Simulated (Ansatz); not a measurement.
Nudged elastic band run: CuSi16, charge +1

The input (input.yaml):

```yaml
crystal:
  lattice:
    - [0.0, 5.43, 5.43]
    - [5.43, 0.0, 5.43]
    - [5.43, 5.43, 0.0]
  atoms:
    - { symbol: Si, position: [-0.03350446, 0.0058869, 0.00606608] }
    - { symbol: Si, position: [0.12221014, 0.11360863, 0.11409862] }
    - { symbol: Si, position: [0.00925157, -0.01165979, 0.49793208] }
    - { symbol: Si, position: [0.12878359, 0.11870678, 0.63833622] }
    - { symbol: Si, position: [0.00909681, 0.49758066, -0.01137558] }
    - { symbol: Si, position: [0.12862231, 0.63821538, 0.119023] }
    - { symbol: Si, position: [0.01202963, 0.50131826, 0.50167478] }
    - { symbol: Si, position: [0.15450654, 0.61720222, 0.61750589] }
    - { symbol: Si, position: [0.49641716, -0.00333501, -0.00282866] }
    - { symbol: Si, position: [0.59478033, 0.13605207, 0.13670576] }
    - { symbol: Si, position: [0.502505, -0.005278, 0.5101328] }
    - { symbol: Si, position: [0.63724555, 0.11955726, 0.62483522] }
    - { symbol: Si, position: [0.50241051, 0.50951216, -0.0045898] }
    - { symbol: Si, position: [0.63707308, 0.62429263, 0.12027134] }
    - { symbol: Si, position: [0.52567928, 0.49202397, 0.4927453] }
    - { symbol: Si, position: [0.6394093, 0.62221217, 0.6228924] }
    - { symbol: Cu, position: [0.16872316, 0.27355761, 0.27349166] }
total_charge: 1
basis:
  ecutwfc: 420.0
kpoints:
  mp_grid: { grid: [2, 2, 2] }
hamiltonian:
  xc: pbe
  dispersion: d3bj
  pseudopotentials: { kind: paw, azcp: { folder: soft_1 } }
scf:
  occupations: { method: gaussian, width: 0.02 }
  lower_state_search: "off"
neb:
  images: 5
  f_tol: 0.03
  initial_path: linear
  max_iterations: 41
  optimiser: fire
  final_atoms:
    - { symbol: Si, position: [-0.00263824, -0.00785213, 0.01384886] }
    - { symbol: Si, position: [0.13364465, 0.12486601, 0.11715014] }
    - { symbol: Si, position: [0.00565873, -0.00527576, 0.5053484] }
    - { symbol: Si, position: [0.11935544, 0.12276134, 0.63936339] }
    - { symbol: Si, position: [-0.00281756, 0.49718095, 0.01383005] }
    - { symbol: Si, position: [0.120281, 0.62023595, 0.13960367] }
    - { symbol: Si, position: [-0.00421613, 0.49574205, 0.5130178] }
    - { symbol: Si, position: [0.11906124, 0.61908357, 0.63934942] }
    - { symbol: Si, position: [0.51338877, 0.01339162, -0.03941483] }
    - { symbol: Si, position: [0.6250757, 0.12505067, 0.1170752] }
    - { symbol: Si, position: [0.49510805, -0.00491623, 0.50537585] }
    - { symbol: Si, position: [0.63731019, 0.13738744, 0.5891823] }
    - { symbol: Si, position: [0.49219476, 0.49733753, 0.01384874] }
    - { symbol: Si, position: [0.62486418, 0.63366751, 0.11715583] }
    - { symbol: Si, position: [0.49470391, 0.50574238, 0.50532977] }
    - { symbol: Si, position: [0.62280466, 0.61934477, 0.63936394] }
    - { symbol: Cu, position: [0.39000618, -0.10984604, 0.331473] }
  order_check: true
```

Launched with:

```bash
$ ansatz run input.yaml --threads 1 --pin off --max-ram 3072MiB --backend cpu --events-out ev --progress --plain --runs-dir out
```

Output, in part (warnings, iteration lines):

```
NEB end point (image 0): max|allowed force component| = 2.640e-2 eV/Å (the criterion of neb.relax_end_points is 1.000e-2)
NEB end point (image 6): max|allowed force component| = 5.725e-3 eV/Å (the criterion of neb.relax_end_points is 1.000e-2)
NEB iter   1: max|band force component| = 2.710e0 eV/Å  barrier→ = 0.7707 eV  barrier← = 0.7647 eV  Δτ_max = 0.0456 Å  (66 SCF iters)
NEB iter   2: max|band force component| = 1.562e0 eV/Å  barrier→ = 0.4655 eV  barrier← = 0.4596 eV  Δτ_max = 0.0693 Å  (38 SCF iters)
NEB iter   3: max|band force component| = 6.613e-1 eV/Å  barrier→ = 0.2841 eV  barrier← = 0.2782 eV  Δτ_max = 0.0707 Å  (38 SCF iters)
NEB iter   4: max|band force component| = 1.163e0 eV/Å  barrier→ = 0.2950 eV  barrier← = 0.2891 eV  Δτ_max = 0.0044 Å  (37 SCF iters)
NEB iter   5: max|band force component| = 1.073e0 eV/Å  barrier→ = 0.2778 eV  barrier← = 0.2719 eV  Δτ_max = 0.0084 Å  (28 SCF iters)
NEB iter   6: max|band force component| = 8.978e-1 eV/Å  barrier→ = 0.2489 eV  barrier← = 0.2429 eV  Δτ_max = 0.0117 Å  (31 SCF iters)
NEB iter   7: max|band force component| = 6.496e-1 eV/Å  barrier→ = 0.2170 eV  barrier← = 0.2110 eV  Δτ_max = 0.0140 Å  (30 SCF iters)
NEB iter   8: max|band force component| = 3.658e-1 eV/Å  barrier→ = 0.1913 eV  barrier← = 0.1854 eV  CI = image 3  Δτ_max = 0.0149 Å  (30 SCF iters)
[... lines left out ...]
```

The forces met the threshold. Beside the main top the profile has a ripple of under 15 meV (maxima at images 1, 3), which may be a very shallow well or noise. By the program's own check the climbing image is of a kind that is not told: the force calls were inconclusive, a negative curvature could not be distinguished from the path's own, the only one lies far off the path, or fixed occupations may fill a level only in part (lowest curvatures found: -0.45 and 0.83 eV/Å²). Limits of this set-up: charged cell in a uniform background, uncorrected.

Final band (atoms are numbered from 1 in the order of the input):

```csv
image,path coordinate (Å),energy (eV),Si5–Cu17 (Å),Si6–Cu17 (Å),Si7–Cu17 (Å)
0,0.00,0.000,2.46,2.35,2.54
1,0.59,0.011,2.63,2.43,2.88
2,1.18,0.000,3.06,2.70,3.12
3,1.77,0.042,3.49,3.27,3.49
4,2.21,0.012,3.82,3.75,3.84
5,2.66,0.004,4.11,4.22,4.19
6,3.11,0.006,4.32,4.59,4.57
```

The run took 24 min on 1 thread of Arm Neoverse V2, on a shared host, peak memory 0.91 GiB.
